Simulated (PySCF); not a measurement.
Distances in Å between the heavy atoms of a computed structure (PBE0-D3(BJ)/def2-TZVP; lower triangle, same order across):
```
F1    0.00
C2    1.33  0.00
Cl3   2.52  1.76  0.00
Cl4   2.52  1.76  2.89  0.00
Cl5   2.52  1.76  2.89  2.89  0.00
```

There is no hydrogen.

Neutral, closed shell.

**Question.** Which heavy atoms are bonded, and with what formal order?

**Answer.** F1–C2 (single); C2–Cl3 (single); C2–Cl4 (single); C2–Cl5 (single).

**Question.** Give the structure as a SMILES string.

**Answer.** `FC(Cl)(Cl)Cl`, CCl3F. Among its features: C–F bond and C–Cl bond.

**Question.** Name the point group.

**Answer.** C3v (every atom within 0.08 Å of its image).

**Question.** Describe the place of each heavy atom.

**Answer.** F1: alkyl fluorine; C2: CCl3 carbon; Cl3/Cl4/Cl5: chlorine of a CCl3 group.

---

Distances in Å between the heavy atoms of a computed structure (PBE0-D3(BJ)/def2-SVP; lower triangle, same order across):
```
C1    0.00
Se2   1.95  0.00
Se3   3.28  2.31  0.00
C4    4.01  3.28  1.95  0.00
```

Hydrogens: 3 on C1, 3 on C4.

Neutral, closed shell.

Question: Which heavy atoms are bonded, and with what formal order?

Answer: C1–Se2 (single); Se2–Se3 (single); Se3–C4 (single).

Question: Write the SMILES.

Answer: `C[Se][Se]C`, C2H6Se2, dimethyl diselenide.

Question: Describe the place of each heavy atom.

Answer: C1/C4: sp3 carbon bound to selenium; Se2/Se3: selenium bonded to C and Se.

Conformer computed: `[CH3:1][Se:2][Se:3][CH3:4]`: C1–Se2–Se3–C4 88°.

---

Distances in Å between the heavy atoms of a computed structure (PBE0-D3(BJ)/def2-SVP; lower triangle, same order across):
```
S1    0.00
C2    1.56  0.00
S3    3.11  1.56  0.00
```

There is no hydrogen.

Charge 0, singlet.

(1) Which heavy atoms are bonded, and with what formal order?

(2) Write the SMILES.

(3) What is the point group of this geometry?

(4) Describe the place of each heavy atom.

Results:

(1) S1–C2 (double); C2–S3 (double). The orders are those of one drawing; other resonance forms can be drawn.

(2) `S=C=S`, CS2.

(3) D∞h (every atom within 0.08 Å of its image).

(4) S1/S3: sulfur bonded to C; C2: central carbon of cumulated double bonds.

---

Here is a computed PBE0-D3(BJ)/def2-SVP geometry (Å):
```
atom  x, y, z in Å
F1    -0.0367    1.3168   -0.2557
S2    -0.2970   -0.1388    0.3032
F3    -1.3277   -0.3685   -0.9751
F4     0.8815    0.1601    1.4301
F5     0.7799   -0.9696   -0.5025
```

Neutral, closed shell.

Q: Read off the bonds between heavy atoms and their formal orders.

A: F1–S2 1.58 Å (single); S2–F3 1.66 Å (single); S2–F4 1.66 Å (single); S2–F5 1.58 Å (single).

Q: Write the SMILES.

A: `FS(F)(F)F`, SF4.

Q: Name the point group.

A: C2v (every atom within 0.08 Å of its image).

Q: Describe the place of each heavy atom.

A: F1/F5: sulfur-bound fluorine; S2: sulfur bonded to 4 F; F3/F4: sulfur-bound fluorine.

Q: What is the arrangement about S2?

A: It has 4 neighbours (F1, F3, F4, F5) and is seesaw-shaped (angles from 87.5° to 172.3°).
